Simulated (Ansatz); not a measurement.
Reaction (redistribution): `S[SiH2][TeH]` + `O[SiH2]OCS` → `O[SiH2]O[SiH2]S` + `SC[TeH]`

Computed with Ansatz on PBE0-D4/def2-TZVP structures; ΔE is electronic, products minus reactants. CCSD(T)/CBS is the MP2 limit (def2-TZVPP, def2-QZVPP) plus CCSD(T) − MP2 in def2-TZVPP, frozen cores. DFT in def2-TZVPP. Elements past krypton have def2 core potentials. For Te outer-core shells are correlated without core-valence functions, which leaves a few kJ/mol of doubt a bond. Each species was taken in one conformer, which may not be the lowest.

`S[SiH2][TeH]`:

Cartesian coordinates in Å:
```
S -1.111 -0.163 1.837
Si 0.134 -0.542 0.149
Te -0.616 0.869 -1.769
H -0.855 1.156 1.864
H 1.566 -0.245 0.401
H -0.041 -1.993 -0.099
H 0.923 0.917 -2.384
```

`O[SiH2]OCS`:

```xyz
11

O    -0.813    1.993    0.088
Si   -0.521    0.759    1.120
O    -0.605   -0.732    0.407
C     0.451   -1.295   -0.299
S     1.042   -0.309   -1.713
H    -0.207    2.049   -0.657
H    -1.598    0.794    2.125
H     0.838    0.870    1.718
H     1.343   -1.417    0.326
H     0.141   -2.275   -0.661
H    -0.071   -0.437   -2.455
```

`O[SiH2]O[SiH2]S`:

Z-matrix (Å, degrees):
```
Si
O 1 1.643
O 1 1.636 2 111.6
H 1 1.475 2 108.1 3 116.7
H 1 1.485 2 107.5 3 -122.1
Si 2 1.629 1 139.3 3 52.1
H 3 0.961 1 116.3 2 -59.0
S 6 2.143 2 112.1 1 -28.4
H 6 1.481 2 110.8 1 87.3
H 6 1.479 2 108.0 1 -149.7
H 8 1.344 6 94.4 2 -73.1
```

`SC[TeH]`:

Cartesian coordinates in Å:
```
S -0.581 0.821 1.576
C 0.399 0.057 0.282
Te -0.813 -1.237 -0.947
H -1.394 1.522 0.769
H 0.884 0.799 -0.348
H 1.153 -0.544 0.787
H 0.352 -1.419 -2.119
```

| level | ΔE (kJ/mol) |
| --- | --- |
| PBE | -74.9 |
| MP2/def2-TZVPP | -103.5 |

Problem. What does CCSD(T)/CBS give? (Best estimate.)

Solution. Ansatz gave: -100.1 kJ/mol. The listed levels differ from it by 25.2, -3.4 kJ/mol.

Largest T1 diagnostic among the species: 0.012.

From PBE to PBE0 (25 % exact exchange), in def2-TZVPP and without D4, ΔE moves by −4.8 kJ/mol.
